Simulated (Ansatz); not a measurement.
Species: CAgO, net charge 1, singlet state. 
Geometry from a B3LYP-D3(BJ)/def2-TZVP (Ansatz, a first-principles code) optimisation:
```
C
O 1 1.1136
Ag 1 2.1517 2 180.00
```
Charge +1, spin multiplicity 1.

Wanted: vertical electron affinity (to the doublet state of charge +0; a negative value means that the extra electron is unbound and the number depends on the basis; each state is the SCF solution reached for its spin), in eV. Correlated levels leave the core frozen unless marked. UHF or UKS for open shells. No spin-orbit coupling. Frozen are the shells of the preceding noble gas and the d and f shells that filled before the atom's block. Past Kr the def2 sets carry scalar-relativistic core potentials. 

| level | program | vertical electron affinity (eV) |
|---|---|---|
| r2SCAN/def2-TZVPD | Ansatz | 6.64 |
| PBE0/def2-TZVPD | Ansatz | 6.40 |
| BHLYP/def2-TZVPD | Ansatz | 6.19 |
| CAM-B3LYP/def2-TZVPD | Ansatz | 6.47 |
| wB97X-V/def2-TZVPD | Ansatz | 6.13 |
| CCSD/def2-SVPD | Ansatz | 5.84 |
| CCSD/def2-TZVPPD | Ansatz | 6.00 |
| CCSD(T)/def2-SVPD | Ansatz | 5.90 |
| CCSD(T)/def2-TZVPPD | Ansatz | 6.07 |
